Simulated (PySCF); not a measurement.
CdSe, SMILES [Se]=[Cd].

Coordinates come from a B3LYP-D3(BJ)/def2-TZVP optimisation. The def2 effective core potentials stand for the cores of Cd; spin–orbit coupling is left out.

Level of theory: HF/def2-TZVPD run with PySCF.

The molecule is in vacuum.

- total energy = -2566.69081 hartree
- point group = C∞v
- highest occupied level = -8.16 eV
- lowest empty level = -1.54 eV
- orbital gap = 6.62 eV
- dipole moment = 7.48 D
- quadrupole, principal values (traceless, Buckingham form, about the centre of nuclear charge) = -3.85, -3.85, 7.69 D·Å
- mean static polarisability = 86.3 bohr³ (12.78 Å³)
- polarisability, principal values = 67.7, 67.7, 123.3 bohr³
